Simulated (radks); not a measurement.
Charge is removed step by step from the 1s down level of O, starting from 1s(up 1, down 1) 2s2 2p4. Calculated with a radial shooting solver on a logarithmic mesh with Libxc functionals: scalar-relativistic Kohn-Sham, PBE, spin-polarised, spherical densities, finite nucleus; open shells are filled with parallel spins first; Fermi nuclear charge, rms radius 2.6991 fm.

| removed (e) | E - E(0) (eV) | eigenvalue (eV) |
|---|---|---|
| 0 | 0.000 | -513.58 |
| 0.25 | 130.46 | -530.03 |
| 0.5 | 264.94 | -545.70 |
| 0.75 | 403.14 | -559.31 |

The mean slope of the eigenvalue, de/dn, is 61.0 eV per electron.
